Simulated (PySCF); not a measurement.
4-fluoro-1,3-thiazole (C3H2FNS), SMILES Fc1cscn1.

The structure is a stationary point at r2SCAN-D4/def2-SVP.

Level of theory: PBE/def2-TZVP (PySCF).

Symmetry labels are those of the subgroup Cs that the program uses (full group Cs).

Q: List the valence orbital energies around the gap with their symmetry. (An estimate is asked for; the answer gives what the named calculation found.)

A: 
```csv
orbital,symmetry,energy (eV)
HOMO−7,A",-11.93
HOMO−6,A',-10.60
HOMO−5,A',-10.41
HOMO−4,A",-9.93
HOMO−3,A',-9.16
HOMO−2,A",-7.43
HOMO−1,A',-7.06
HOMO,A",-6.17
LUMO,A",-2.07
LUMO+1,A',-0.99
LUMO+2,A",0.01
LUMO+3,A',0.82
```
